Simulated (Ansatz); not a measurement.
Al5As5⁻. The state is a doublet with charge -1. Geometry r2SCAN-D4/def2-SVP; atoms count from 1.

```xyz
10

Al    1.099   -2.226   -0.033
Al   -0.443   -1.002    2.063
Al    1.286   -0.205   -2.070
Al   -0.062    2.100   -1.024
Al   -1.773    1.233    1.007
As    1.918    1.988   -2.263
As    1.006   -2.489   -2.325
As    1.446   -2.366    2.228
As   -2.477   -0.162    2.735
As   -2.001    3.129   -0.319
```

The structure comes from a short search, and lower isomers may exist.

(1) Estimate the Mulliken populations from the PBE0/def2-SVP orbitals of Ansatz.

(2) Where does the spin sit?

(3) And the Mayer bond orders between bonded heavy atoms (over 0.3)?

Results:

(1) 
| atom | charge (e) | spin (α − β) |
| --- | --- | --- |
| Al1 | 0.26 | -0.04 |
| Al2 | 0.20 | 0.09 |
| Al3 | 0.25 | -0.02 |
| Al4 | 0.20 | 0.12 |
| Al5 | 0.20 | 0.19 |
| As6 | -0.42 | 0.12 |
| As7 | -0.42 | 0.12 |
| As8 | -0.42 | 0.12 |
| As9 | -0.42 | 0.15 |
| As10 | -0.43 | 0.15 |
Mulliken values and Mayer orders depend strongly on the basis.

(2) Summed by element: Al 0.34, As 0.66, of 1 unpaired in all. Largest on single atoms: Al5 0.19, As10 0.15, As9 0.15.

(3) Al1–Al2 0.31 (2.88 Å); Al1–As7 1.28 (2.31 Å); Al1–As8 1.36 (2.29 Å); Al2–Al5 0.40 (2.81 Å); Al2–As8 1.16 (2.34 Å); Al2–As9 1.35 (2.30 Å); Al3–Al4 0.32 (2.87 Å); Al3–As6 1.37 (2.29 Å); Al3–As7 1.25 (2.32 Å); Al4–Al5 0.41 (2.79 Å); Al4–As6 1.16 (2.34 Å); Al4–As10 1.33 (2.31 Å); Al5–As9 1.19 (2.33 Å); Al5–As10 1.22 (2.33 Å).
